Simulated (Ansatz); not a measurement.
Cost and result up the ladder for TaS(OSiH3)3 (TaSi3SO3H9) (17 atoms). The state is a singlet with charge 0. Geometry: r2SCAN-D4/def2-SVP.

```
atom   x (Å)   y (Å)   z (Å)
 Ta1  -0.269  -0.059   0.144
  S2  -2.150  -0.492   1.171
  O3  -0.533   1.449  -0.980
 Si4  -1.337   2.730  -1.708
  H5  -2.780   2.685  -1.340
  H6  -1.178   2.608  -3.184
  H7  -0.723   4.003  -1.238
  O8   0.214  -1.582  -0.884
 Si9   0.084  -3.127  -1.528
 H10  -1.104  -3.810  -0.944
 H11   1.326  -3.880  -1.200
 H12  -0.061  -3.012  -3.007
 O13   1.056   0.308   1.454
Si14   1.717   0.502   2.985
 H15   0.656   0.306   4.012
 H16   2.284   1.876   3.083
 H17   2.800  -0.505   3.163
```

Ansatz; hardware A = 2 threads of AMD EPYC 7R13 on a shared host and a share (18 GiB) of an NVIDIA H100 80GB HBM3; B = 2 threads of AMD EPYC 7R13 on a shared host. Times are rough, and most runs start from the orbitals of an earlier one. CAM-B3LYP-D4/def2-TZVP serves as the yardstick here, not as an exact answer. Differences are given only for rows in sets of like size (and for xTB, whose basis is part of the method), since another set adds its own error. Binding counts from free atoms at the same level (Ta quartet, S triplet, O triplet, Si triplet, H doublet; other spins of the atoms weren't run), without zero-point energy or a counterpoise term.

In the def2 sets Ta takes a core potential; there is no spin–orbit coupling. HSE06 is defined as in plane-wave codes, on full-range PBE exchange. Correlated methods freeze 23 core orbitals; core or outer-core shells of Ta are correlated, in sets that lack core-valence functions. The rows differ in basis, and correlated rows in double-zeta sets carry the largest basis error.

Correlated methods converge slowly with the basis, most of all in double-zeta sets.

```tsv
level	functions	wall time	binding energy per atom (eV)	difference from CAM-B3LYP-D4/def2-TZVP (eV)
PBE-D4/def2-SVP [B]	191	4.1 s	3.93	–
PBE0-D4/def2-SVP [B]	191	6.5 s	3.83	–
r2SCAN-D4/def2-TZVP [A]	335	13 s	3.95	0.01
PBE-D4/def2-TZVP [A]	335	14 s	3.95	0.01
HF/def2-TZVP [A]	335	15 s	2.87	-1.06
MP2/def2-TZVP [A]	335	17 s	3.90	-0.03
PBE0-D4/def2-TZVP [A]	335	17 s	3.86	-0.07
CAM-B3LYP-D4/def2-TZVP [A]	335	18 s	3.93	0.00
HSE06-D4/def2-TZVP (with forces) [A]	335	20 s	3.87	-0.07
CCSD(T)/def2-SVP [A]	191	21 s	3.69	–
```
